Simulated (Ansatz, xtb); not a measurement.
**Ranking isomers of C6H5BO**

6 gas-phase structures of C6H5BO, from a drawn sample of its isomers (lower ones may exist). Each was relaxed with GFN2-xTB:

A. `Bc1occc1C#C`, a singlet
B. `Bc1ccoc1C#C`, a singlet
C. `Bc1ccc(C#C)o1`, a singlet
D. `Bc1cc(C#C)co1`, a singlet
E. `Bc1coc(C#C)c1`, a singlet
F. `Bc1cocc1C#C`, a singlet

Make a reasoned guess at their ranking by r2SCAN-D4/def2-SVP single-point energy.

Calculated order at r2SCAN-D4/def2-SVP: C (0.0), A (0.2), D (0.8), B (3.6), E (3.6), F (4.1) kcal/mol. Less than 1 kcal/mol parts C and A; A and D; B and E; E and F, so the order within those pairs means little.

Energies above the lowest of each column, in kcal/mol; the last columns are at B3LYP/def2-SVP geometries:

```csv
structure,GFN2-xTB,HF/STO-3G,r2SCAN-D4/def2-SVP,B3LYP/def2-SVP,CCSD(T)/def2-SVP + ΔMP2/def2-TZVPP
C,0.4,0.4,0.0,0.0,0.0
A,0.0,0.2,0.2,0.6,0.0
D,1.0,0.0,0.8,0.5,0.1
B,3.0,2.5,3.6,3.7,2.4
E,3.7,1.9,3.6,3.1,2.1
F,3.5,2.4,4.1,3.8,2.0
```

CCSD(T)/def2-SVP + ΔMP2/def2-TZVPP has A and C and D within 1 kcal/mol of each other at the bottom, and every level picks one of them. CCSD(T)/def2-SVP + ΔMP2/def2-TZVPP orders those it was run on as C (0.0), A (0.0), D (0.1), F (2.0), E (2.1), B (2.4) kcal/mol. Less than 1 kcal/mol parts C and A; A and D; F and E; E and B, so the order within those pairs means little. Flexible structures stand in one conformer each, not always the lowest. ΔMP2 is the change of the MP2 energy from the smaller to the larger basis.

Over these structures GFN2-xTB departs from r2SCAN-D4/def2-SVP by 0.3 kcal/mol on average once a common shift is removed. A GFN2-xTB relaxation took about 0.43 s and the r2SCAN-D4/def2-SVP energy about 8.6 s on a shared host (Ansatz 0.2.0, xtb 6.7.1).
